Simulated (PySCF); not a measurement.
Mo(S)2(F)(Me) (CH3FMoS2), SMILES [CH3][Mo]([F])(=[S])=[S], multiplicity 1. Geometry optimised at PBE0-D3(BJ)/def2-SVP. The multiplicity is an assumed one; no other spin state was optimised. The structure was generated by enumeration; whether it is a known compound was not checked. The def2 effective core potentials stand for the cores of Mo; spin–orbit coupling is left out.

All values below come from PBE0-D3(BJ)/def2-SVP (PySCF).

Harmonic wavenumbers (cm⁻¹): 160, 176, 182, 191, 195, 197, 550, 576, 589, 611, 696, 727, 1183, 1382, 1392, 3035, 3150, 3183. Rotational constants (GHz): 2.279, 1.821, 1.571; symmetry number 1.

Q: Work out the zero-point energy and the ideal-gas rigid-rotor harmonic-oscillator thermochemistry at 298.15 K and 1 atm.

A: ZPE = ½ Σ hcν = ½ × 18174 cm⁻¹ = 25.98 kcal/mol. H − E(el) = 31.15 kcal/mol. Entropy in cal/(mol K): translation 41.69, rotation 28.29, vibration 16.39, total 86.38. G − E(el) = 5.39 kcal/mol. Cp = 25.46 cal/(mol K).
